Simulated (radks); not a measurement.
Removal energies from the sulfur ion S7+, [He] 2s2 2p(1/2: 2, 3/2: 3), by Delta-SCF beside the eigenvalue of the level emptied. Calculated with a radial shooting solver on a logarithmic mesh with Libxc functionals: Dirac Kohn-Sham, PBE, spin-unpolarised, spherical densities, finite nucleus; Fermi nuclear charge, rms radius of each element as measured or else 0.836 A^(1/3) + 0.57 fm. Sub-shells are occupied by j as written (lower j first in brackets).

| removed from | final configuration | Delta-SCF (eV) | -eigenvalue (eV) |
|---|---|---|---|
| 2p3/2 | [He] 2s2 2p(1/2: 2, 3/2: 2) | 332.75 | 306.95 |
| 2p1/2 | [He] 2s2 2p(1/2: 1, 3/2: 3) | 334.25 | 308.35 |
| 2s1/2 | [He] 2s1 2p(1/2: 2, 3/2: 3) | 383.35 | 359.91 |
| 1s1/2 | 1s1 2s2 2p(1/2: 2, 3/2: 3) | 2677.9 | 2576.7 |
